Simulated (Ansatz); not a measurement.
Two isomers of C2H5FOSi: A = `C=C(F)O[SiH3]`, B = `F[C@H]1O[C@H]1[SiH3]`.

Calculated with Ansatz (gas phase, PBE0-D4/def2-TZVP geometries, no zero-point term in ΔE). CCSD(T)/CBS is the MP2 limit (def2-TZVPP, def2-QZVPP) plus CCSD(T) − MP2 in def2-TZVPP, frozen cores. DFT in def2-TZVPP. B3LYP here is the variant with VWN-RPA as its local correlation; programs differ in this. One conformer a species, not always the lowest.

Question: Which isomer does CCSD(T)/CBS put lower? Give the gap. (Best estimate.)

Answer: The calculation gave: A, by 38.6 kcal/mol.

Question: Give E(B) − E(A) in kcal/mol with ωB97M-V, r2SCAN-D4, B3LYP, CCSD(T)/def2-TZVPP, PBE-D4, PBE0-D4, CCSD/def2-TZVPP. (Estimate.)

Answer: Computed: ωB97M-V 38.1, r2SCAN-D4 37.8, B3LYP 40.6, CCSD(T)/def2-TZVPP 38.2, PBE-D4 34.1, PBE0-D4 35.2, CCSD/def2-TZVPP 38.9. None reverses the order clearly.

Largest T1 diagnostic: 0.013.

In def2-TZVPP, CCSD(T) changes the Hartree–Fock value by −6.8 kcal/mol (the triples alone add −0.7 kcal/mol) and MP2 by −7.1 kcal/mol. From PBE to PBE0 (25 % exact exchange), in def2-TZVPP and without D4, E(B) − E(A) moves by +1.1 kcal/mol.
